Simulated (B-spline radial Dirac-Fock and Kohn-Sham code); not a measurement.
Z = 55 (cesium), transition energy 20 keV. Calculated with a radial finite-basis atomic code, using a Dirac-Hartree-Slater potential of the neutral atom with a Latter tail (no hole, which puts coefficients of high multipoles low close above an edge), finite nucleus with surface currents. The K shell is not open to conversion at this energy. Subshells that would emit electrons below 1 keV are left out.

Problem. A pure transition shows α(L) = 1200, L1/L2 = 0.00275 and L1/L3 = 0.00185. What is its multipolarity?
A. M1
B. E2
C. E4
D. M2
E. E3
F. M3
G. M4
H. E1

Solution. B. For comparison, α(L), L1/L2, L1/L3 are E1 2.51, 1.72, 1.08; E3 175000, 0.0114, 0.00784; E4 1.13e+07, 0.0133, 0.00918; M1 11.8, 11.4, 48.9; M2 1700, 13.7, 1.97; M3 253000, 11.7, 0.220; M4 2.11e+07, 9.53, 0.0759.
